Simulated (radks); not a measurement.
Values are calculated unless marked as measured or tabulated.
Q: Ionisation of I+, [Kr] 4d10 5s2 5p4, to I2+, [Kr] 4d10 5s2 5p3, under several functionals. Dirac Kohn-Sham, spin-unpolarised, spherical densities, point nucleus; open shells fill j = l - 1/2 first; a radial shooting solver on a logarithmic mesh with Libxc functionals. Known Delta-SCF values: LDA (Slater exchange, VWN5 correlation) 19.550 eV; exchange-only PBE 18.343 eV. What does exchange-only LDA give, and what is its highest occupied eigenvalue?

A: 18.265 eV by Delta-SCF; the 5p3/2 eigenvalue is -13.825 eV. NIST: 19.131 eV (measured).

Beside tabulated values, note that spin-unpolarised runs miss the spin-polarisation part of the exchange energy of open shells.
